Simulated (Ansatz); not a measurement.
Be2H4⁻, that is (HBe-mu-H)2 with one electron more. Total charge -1; doublet. Geometry PBE-D4/def2-TZVP, that of the neutral singlet; atoms count from 1.

```csv
atom,x (Å),y (Å),z (Å)
Be1,0.102,0.321,-0.950
H2,0.234,0.744,-2.214
H3,1.087,-0.041,0.102
Be4,-0.102,-0.320,0.950
H5,-0.234,-0.749,2.213
H6,-1.087,0.044,-0.101
```

The highest occupied level of the charge -1 doublet lies above zero (up to 0.86 eV). By energy differences its removal costs 0.86 eV (vertical, to the charge 0 singlet, at PBE0-D4/def2-TZVPD); a positive level beside a positive removal energy at the same level points to self-interaction error.

Problem. Estimate the Mulliken populations from the PBE0/def2-TZVPD orbitals of Ansatz.

Solution. 
| atom | charge (e) | spin (α − β) |
| --- | --- | --- |
| Be1 | -0.74 | 0.45 |
| H2 | 0.01 | 0.00 |
| H3 | 0.23 | 0.05 |
| Be4 | -0.74 | 0.45 |
| H5 | 0.01 | 0.00 |
| H6 | 0.23 | 0.05 |
Mulliken values and Mayer orders depend strongly on the basis. With diffuse functions, as here, like atoms can get unlike values, and bond orders can come out too low or too high.

Problem. Where does the spin sit?

Solution. Summed by element: Be 0.90, H 0.10, of 1 unpaired in all. Largest on single atoms: Be1 0.45, Be4 0.45, H3 0.05.

Problem. And the Mayer bond orders between bonded heavy atoms (over 0.3)?

Solution. Be1–Be4 1.37 (2.02 Å).
